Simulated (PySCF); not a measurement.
Job for PySCF: R-MP2/6-31G* on CH3N (SMILES C=N), a point of a bond scan (R = 1.263 Å).

```python
from pyscf import gto, scf, dft, mp
from pyscf.data.elements import chemcore

mol = gto.M(
    atom='''
    C    -0.55740008    0.17855308    0.01045098
    N     0.60302823   -0.31992002   -0.01201016
    H    -1.41804796   -0.49076045    0.02134142
    H    -0.77858901    1.25082695    0.02015765
    H     1.31983979    0.40805513   -0.02013386
    ''',
    basis='6-31g*',
    cart=True,
    charge=0, spin=0, verbose=3, max_memory=1800)
mf = scf.RHF(mol)
mf.conv_tol = 1e-8
mf.max_cycle = 100
mf.kernel()
if not mf.converged:
    mf = mf.newton().run(mf.mo_coeff, mf.mo_occ)
pt = mp.MP2(mf, frozen=chemcore(mol)).run()
```

It printed:

```
converged SCF energy = -94.0278291022712
E(RMP2) = -94.3146916370828  E_corr = -0.286862534811651
E(SCS-RMP2) = -94.3120234686345  E_corr = -0.284194366363344
```

The run converged.

Cost: around 0.18 core-seconds (rough).
